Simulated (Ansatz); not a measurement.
This geometry of BClF2 + H2 (6 atoms, charge 0, multiplicity 1) is a first-order saddle point.

The calculation used Ansatz 0.2.0, RKS PBE0/def2-SVP.

```xyz
6
Properties=species:S:1:pos:R:3
B 0.016 -0.289 0.044
Cl 0.001 0.140 2.099
F 1.160 0.138 -0.466
F -1.146 0.078 -0.471
H 0.050 -1.592 0.274
H 0.036 -1.145 1.247
```

Question: Which two structures does it join? (They come from a converged band through this point; their orientation in space is the band's.)

Answer: Bonds broken: B1–Cl2, H5–H6. Bonds formed: B1–H5, Cl2–H6. BClF2 + H2 becomes BF2H + ClH.

Initial state:

```xyz
6
Properties=species:S:1:pos:R:3
B -0.014 0.496 0.147
Cl -0.030 0.961 1.828
F 1.121 0.353 -0.492
F -1.138 0.299 -0.497
H 0.116 -2.515 0.512
H 0.064 -2.265 1.228
```

Final state:

```xyz
6
Properties=species:S:1:pos:R:3
B 0.010 -0.307 -0.576
Cl -0.027 -0.148 2.530
F 1.133 0.364 -0.698
F -1.121 0.345 -0.724
H 0.018 -1.500 -0.420
H 0.105 -1.425 2.614
```

Question: How far does it lie above each of them?

Answer: 145.1 kJ/mol above the first and 89.6 kJ/mol above the second. This is the barrier of this one path; another mechanism may lie lower. The orbitals stay closed-shell, which can raise the energy where a bond breaks towards radicals; this wasn't checked here.

The run took 4.1 min on 1 thread of Arm Neoverse V2, on a shared host, peak memory 0.13 GiB.
